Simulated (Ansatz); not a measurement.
Reaction (redistribution): `O[SiH2]/N=C/F` + `F[SiH3]` → silanol + `F/C=N/[SiH2]F`

Computed with Ansatz on PBE0-D4/def2-TZVP structures; ΔE is electronic, products minus reactants. CCSD(T)/CBS is the MP2 limit (def2-TZVPP, def2-QZVPP) plus CCSD(T) − MP2 in def2-TZVPP, frozen cores. This one scheme is used for every species. Double bonds are as drawn, so ΔE can hold a change between cis and trans. Functionals use def2-TZVPP. Each species was taken in one conformer, which may not be the lowest.

Q: Is it downhill or uphill in electronic energy at CCSD(T)/CBS, and by how much? (Estimate.)

A: The calculation gave: Nearly level: ΔE = -1.0 kJ/mol.

Q: What do these levels give: PBE0-D4, r2SCAN, CAM-B3LYP, LC-ωPBE, CCSD(T)/def2-SVP, HF/def2-TZVPP? (Estimate.)

A: The calculation gave: PBE0-D4 -2.5, r2SCAN -2.8, CAM-B3LYP -2.8, LC-ωPBE -2.9, CCSD(T)/def2-SVP -2.6, HF/def2-TZVPP -1.6 kJ/mol.

Largest T1 diagnostic among the species: 0.013.

Leaving LDA and LC-ωPBE aside and taking each functional with its dispersion term where it has one, the values, not all of them listed here, spread over 1.4 kJ/mol, from PBE-D4 to PBE-QIDH.
